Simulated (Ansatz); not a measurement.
A made-up structure of ZnBNH4, closed shell:

```tsv
atom	x (Å)	y (Å)	z (Å)
B1	-1.6392	-0.3537	0.9363
Zn2	0.0971	0.0173	-0.0584
N3	1.6436	0.3291	-0.9520
H4	-1.6614	-0.8537	2.0259
H5	-2.7140	-0.0859	0.4773
H6	0.6439	1.3432	0.4747
H7	2.5648	0.1604	-0.5828
```

It is relaxed with PBE-D4/def2-SVP and then PBE0-D4/def2-TZVP (Ansatz 0.2.0). Atoms count as bonded within 1.22 times the sum of their covalent radii (H–H: 0.88 Å). The end point is not checked to be a true minimum.

Does its bonding change? (Judge from chemistry; the calculation decides.)

By the calculation: Yes. Formed: N3–H6; broken: Zn2–H6.

Where it ends: The first stage lowers the energy by 3.86 eV in 16 steps. It ends as ZnBNH₄ ([BH2][Zn][NH2]):
```
7
angstrom
B -1.8485 -0.4958 1.0249
Zn -0.0515 0.1119 0.2876
N 1.5479 0.6471 -0.3770
H -1.9577 -1.4403 1.7554
H -2.8748 0.0655 0.7616
H 1.6861 1.4479 -0.9709
H 2.4335 0.2206 -0.1605
```

Labels in which every atom is bracketed show which atoms are joined, not bond orders.

For scale, one of the runs: PBE0-D4/def2-TZVP relaxation, 134 basis functions, launched by `ansatz run in.yaml --threads 2 --pin off --events-out ev --progress --plain --max-ram 4352MiB`. Hardware: 2 CPU threads of an Arm Neoverse V2, shared host. Wall time about 19 s.
